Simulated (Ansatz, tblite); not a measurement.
Cost and result up the ladder for Li4⁺ (the lowest doublet isomer of a short search) (4 atoms). The state is a doublet with charge 1. Geometry: B3LYP/def2-TZVP.

```xyz
4

Li   -0.6580   -0.4454   -1.1299
Li   -2.1379   -0.9275    1.6104
Li    2.1353    0.9281   -1.6134
Li    0.6607    0.4448    1.1329
```

Ansatz on 4 threads of Arm Neoverse V1 on a shared host; xTB runs through tblite on one thread. Times are rough, summed over both states, and most runs start from the orbitals of an earlier one. RPA@PBE/def2-TZVP serves as the yardstick here, not as an exact answer. Differences are given only for rows in sets of like size (and for xTB, whose basis is part of the method), since another set adds its own error. The other state is a quartet at its own geometry, which has other bonds, so the gap mixes isomer and spin.

The xTB rows come from tblite. Correlated methods freeze no core orbitals; core or outer-core shells of Li are correlated, in sets that lack core-valence functions. The structure comes from a short search, and lower isomers may exist.

Correlated methods converge slowly with the basis.

xTB has no spin-polarisation term.

```json
{"level": "GFN1-xTB", "functions": "16", "wall time": "0.002 s", "quartet − doublet (eV)": "2.10", "difference from RPA@PBE/def2-TZVP (eV)": "1.00", "remarks": "–"}
{"level": "GFN2-xTB", "functions": "16", "wall time": "0.002 s", "quartet − doublet (eV)": "2.24", "difference from RPA@PBE/def2-TZVP (eV)": "1.14", "remarks": "–"}
{"level": "HF/STO-3G", "functions": "20", "wall time": "0.15 s", "quartet − doublet (eV)": "0.87", "difference from RPA@PBE/def2-TZVP (eV)": "–", "remarks": "spin-contaminated (⟨S²⟩ 0.83) (doublet)"}
{"level": "HF/def2-TZVP", "functions": "56", "wall time": "0.3 s", "quartet − doublet (eV)": "0.65", "difference from RPA@PBE/def2-TZVP (eV)": "-0.46", "remarks": "spin-contaminated (⟨S²⟩ 0.83) (doublet)"}
{"level": "MP2/def2-TZVP", "functions": "56", "wall time": "0.3 s", "quartet − doublet (eV)": "0.93", "difference from RPA@PBE/def2-TZVP (eV)": "-0.17", "remarks": "spin-contaminated (⟨S²⟩ 0.83) (doublet)"}
{"level": "BHLYP/def2-TZVP", "functions": "56", "wall time": "0.9 s", "quartet − doublet (eV)": "1.56", "difference from RPA@PBE/def2-TZVP (eV)": "0.46", "remarks": "–"}
{"level": "PBE/def2-TZVP", "functions": "56", "wall time": "0.95 s", "quartet − doublet (eV)": "1.39", "difference from RPA@PBE/def2-TZVP (eV)": "0.29", "remarks": "–"}
{"level": "CAM-B3LYP/def2-TZVP", "functions": "56", "wall time": "1.1 s", "quartet − doublet (eV)": "1.60", "difference from RPA@PBE/def2-TZVP (eV)": "0.50", "remarks": "–"}
{"level": "RPA@PBE/def2-TZVP", "functions": "56", "wall time": "1.1 s", "quartet − doublet (eV)": "1.10", "difference from RPA@PBE/def2-TZVP (eV)": "0.00", "remarks": "–"}
{"level": "PBE0/def2-TZVP (with forces)", "functions": "56", "wall time": "1.5 s", "quartet − doublet (eV)": "1.40", "difference from RPA@PBE/def2-TZVP (eV)": "0.30", "remarks": "–"}
{"level": "r2SCANh/def2-TZVP", "functions": "56", "wall time": "2.1 s", "quartet − doublet (eV)": "1.24", "difference from RPA@PBE/def2-TZVP (eV)": "0.14", "remarks": "–"}
{"level": "r2SCAN/def2-TZVP", "functions": "56", "wall time": "2.2 s", "quartet − doublet (eV)": "1.22", "difference from RPA@PBE/def2-TZVP (eV)": "0.12", "remarks": "–"}
{"level": "CCSD(T)/def2-TZVPP", "functions": "76", "wall time": "2.4 s", "quartet − doublet (eV)": "1.31", "difference from RPA@PBE/def2-TZVP (eV)": "0.21", "remarks": "spin-contaminated (⟨S²⟩ 0.83) (doublet)"}
{"level": "B97M-V/def2-TZVP", "functions": "56", "wall time": "3.4 s", "quartet − doublet (eV)": "1.47", "difference from RPA@PBE/def2-TZVP (eV)": "0.37", "remarks": "–"}
```
